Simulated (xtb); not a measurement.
BiCl3, singlet, geometry from GFN2-xTB of the parent state (such geometries of metal compounds can be far from the true shape); GFN1-xTB run with xtb 6.7.1.

The xtb input:
```
$ xtb mol.xyz --gfn 1 --chrg 0 --uhf 0 --json

# file mol.xyz
4

Bi    -0.00429499    -0.00067859     0.52337335
Cl    -1.83836082    -0.99665658    -0.86820175
Cl     0.06559027     2.09816710    -0.84856458
Cl     1.79374020    -1.09819741    -0.83852708
```

Question: What does xtb print? Leave out banner, timings and long lists.

Answer: 
```
   ID    Z sym.   atoms
    1   83 Bi     1
    2   17 Cl     2-4

           -------------------------------------------------
          |                Calculation Setup                |
           -------------------------------------------------

           -------------------------------------------------
          |                 G F N 1 - x T B                 |
           -------------------------------------------------

          ...................................................
          :                      SETUP                      :
          :.................................................:
          :  # basis functions                  34          :
          :  # atomic orbitals                  31          :
          :  # shells                           11          :
          :  # electrons                        26          :
          :  # halogen bonds                     0          :
          :  max. iterations                   250          :
          :  Hamiltonian                  GFN1-xTB          :
          :  restarted?                      false          :
          :  GBSA solvation                  false          :
          :  PC potential                    false          :
          :  electronic temp.          300.0000000     K    :
          :  accuracy                    1.0000000          :
          :  -> integral cutoff          0.2500000E+02      :
          :  -> integral neglect         0.1000000E-07      :
          :  -> SCF convergence          0.1000000E-05 Eh   :
          :  -> wf. convergence          0.2000000E-04 e    :
          :  Broyden damping             0.4000000          :
          :  net charge                          0          :
          :  unpaired electrons                  0          :
          ...................................................

 iter      E             dE          RMSdq      gap      omega  full diag
   1    -15.0000164 -0.150000E+02  0.745E+00    6.33       0.0  T
   2    -15.0620088 -0.619924E-01  0.122E+00    4.96       1.0  T
   3    -15.0727295 -0.107207E-01  0.202E+00    5.54       1.0  T
   4    -15.0755834 -0.285385E-02  0.602E-01    5.22       1.0  T
   5    -15.0766669 -0.108349E-02  0.678E-02    5.34       1.0  T
   6    -15.0766815 -0.146711E-04  0.468E-03    5.33      10.7  T
   7    -15.0766816 -0.174337E-07  0.224E-03    5.33      22.3  T
   8    -15.0766816 -0.161147E-07  0.710E-06    5.33    7042.4  T
   9    -15.0766816 -0.106581E-12  0.106E-06    5.33   47164.8  T

   *** convergence criteria satisfied after 9 iterations ***

         :::::::::::::::::::::::::::::::::::::::::::::::::::::
         ::                     SUMMARY                     ::
         :::::::::::::::::::::::::::::::::::::::::::::::::::::
         :: total energy             -15.075639732061 Eh    ::
         :: gradient norm              0.034306321650 Eh/a0 ::
         :: HOMO-LUMO gap              5.327073845404 eV    ::
         ::.................................................::
         :: SCC energy               -15.076681571284 Eh    ::
         :: -> electrostatic           0.068070230017 Eh    ::
         :: repulsion energy           0.003278973356 Eh    ::
         :: dispersion energy         -0.002237134133 Eh    ::
         :: halogen bond corr.         0.000000000000 Eh    ::
         :: add. restraining           0.000000000000 Eh    ::
         :: total charge               0.000000000000 e     ::
         :::::::::::::::::::::::::::::::::::::::::::::::::::::

           -------------------------------------------------
          |                Property Printout                |
           -------------------------------------------------

    * Orbital Energies and Occupations

         #    Occupation            Energy/Eh            Energy/eV
      -------------------------------------------------------------
         1        2.0000           -0.9728134             -26.4716
         2        2.0000           -0.8910828             -24.2476
         3        2.0000           -0.8910828             -24.2476
         4        2.0000           -0.8817769             -23.9944
         5        2.0000           -0.5150578             -14.0154
         6        2.0000           -0.5150578             -14.0154
         7        2.0000           -0.5050444             -13.7430
         8        2.0000           -0.4732330             -12.8773
         9        2.0000           -0.4732330             -12.8773
        10        2.0000           -0.4682319             -12.7412
        11        2.0000           -0.4673889             -12.7183
        12        2.0000           -0.4673889             -12.7183
        13        2.0000           -0.4645928             -12.6422 (HOMO)
        14                         -0.2688264              -7.3151 (LUMO)
        15                         -0.2688264              -7.3151
        16                         -0.2658410              -7.2339
        17                         -0.0300308              -0.8172
        18                         -0.0300308              -0.8172
        19                         -0.0292982              -0.7972
        20                         -0.0285462              -0.7768
        21                         -0.0285462              -0.7768
        22                         -0.0280999              -0.7646
        23                         -0.0279519              -0.7606
        24                         -0.0279519              -0.7606
       ...                                ...                  ...
        31                          0.0534278               1.4538
      -------------------------------------------------------------
                  HL-Gap            0.1957664 Eh            5.3271 eV
             Fermi-level           -0.3667096 Eh           -9.9787 eV

  Mulliken/CM5 charges         n(s)   n(p)   n(d)
     1Bi    0.93671  0.98930   2.016  2.047  0.000
     2Cl   -0.31224 -0.32977   1.975  5.349 -0.012
     3Cl   -0.31224 -0.32977   1.975  5.349 -0.012
     4Cl   -0.31224 -0.32977   1.975  5.349 -0.012

Wiberg/Mayer (AO) data.
largest (>0.10) Wiberg bond orders for each atom

 ---------------------------------------------------------------------------
     #   Z sym  total        # sym  WBO       # sym  WBO       # sym  WBO
 ---------------------------------------------------------------------------
     1  83 Bi   2.641 --     3 Cl   0.880     2 Cl   0.880     4 Cl   0.880
     2  17 Cl   0.965 --     1 Bi   0.880
     3  17 Cl   0.965 --     1 Bi   0.880
     4  17 Cl   0.965 --     1 Bi   0.880
 ---------------------------------------------------------------------------

Topologies differ in total number of bonds
Writing topology from bond orders to xtbtopo.mol

 dipole moment from electron density (au)
     X       Y       Z
  -0.0239  -0.0038   2.9099  total (Debye):    7.397

           -------------------------------------------------
          | TOTAL ENERGY              -15.075639732061 Eh   |
          | GRADIENT NORM               0.034306321650 Eh/α |
          | HOMO-LUMO GAP               5.327073845404 eV   |
           -------------------------------------------------

normal termination of xtb
```
